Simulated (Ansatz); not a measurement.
Program: Ansatz. Geometries: PBE0-D4/def2-TZVP. ΔE: electronic, gas phase. CCSD(T)/CBS adds triple-zeta CCSD(T) − MP2 to the extrapolated MP2 energy (def2 sets, frozen cores). DFT in def2-TZVPP. Elements past krypton have def2 core potentials. For In, Te outer-core shells are correlated without core-valence functions, which leaves a few kJ/mol of doubt a bond. Each species was taken in one conformer, which may not be the lowest.

Consider the formal exchange of groups at the In–O bond: `[CH3][In]([NH2])[O][SiH3]` + `[SiH3][TeH]` → `[CH3][In]([NH2])[SiH2][TeH]` + silanol.

`[CH3][In]([NH2])[O][SiH3]`:

```xyz
13

C    -1.055   -0.152   -2.529
In    0.125    0.119   -0.787
N     1.915    0.900   -0.330
O    -0.800   -0.351    0.928
Si   -0.427   -0.368    2.502
H    -2.009    0.354   -2.384
H    -1.242   -1.217   -2.668
H    -0.558    0.248   -3.411
H     2.284    0.691    0.586
H     2.659    0.903   -1.010
H    -0.767   -1.683    3.117
H     1.036   -0.137    2.735
H    -1.162    0.692    3.251
```

`[SiH3][TeH]`:

Cartesian coordinates in Å:
```
Si -0.177 0.549 0.298
Te 1.165 -0.891 -1.233
H -0.061 0.098 1.707
H 0.406 1.906 0.154
H -1.608 0.570 -0.094
H 0.275 -2.232 -0.832
```

`[CH3][In]([NH2])[SiH2][TeH]`:

Z-matrix (Å, degrees):
```
C
In 1 2.148
H 1 1.091 2 110.0
H 1 1.090 2 110.1 3 -120.2
H 1 1.091 2 110.3 3 119.3
N 2 2.014 1 116.3 3 117.7
Si 2 2.565 1 132.8 3 -65.4
H 6 1.007 2 122.4 1 -171.5
H 6 1.007 2 124.5 1 -9.0
Te 7 2.511 2 109.8 1 -168.1
H 7 1.491 2 112.1 1 77.3
H 7 1.491 2 114.0 1 -43.6
H 10 1.658 7 92.3 2 37.2
```

`O[SiH3]`:

Z-matrix (Å, degrees):
```
Si
O 1 1.648
H 1 1.489 2 111.7
H 1 1.489 2 111.7 3 120.9
H 1 1.481 2 105.9 3 -119.6
H 2 0.957 1 117.9 3 -60.5
```

CCSD(T)/CBS gives +19.9 kJ/mol.

Problem. Another level gave +7.5 kJ/mol. Which?
A. B2PLYP/def2-TZVPP
B. LDA (SPW92)/def2-TZVPP
C. BLYP-D4/def2-TZVPP
D. revPBE/def2-TZVPP

Solution. D. revPBE 7.5, B2PLYP 23.5, BLYP-D4 17.6, LDA (SPW92) -2.3 kJ/mol.

Largest T1 diagnostic among the species: 0.014.

From BLYP to BHLYP (50 % exact exchange), in def2-TZVPP and without D4, ΔE moves by +4.5 kJ/mol. Leaving LDA and LC-ωPBE aside and taking each functional with its dispersion term where it has one, the values, not all of them listed here, spread over 21.3 kJ/mol, from PBE-D4 to CAM-B3LYP-D4. LDA lies −7.3 kJ/mol from PBE without D4.
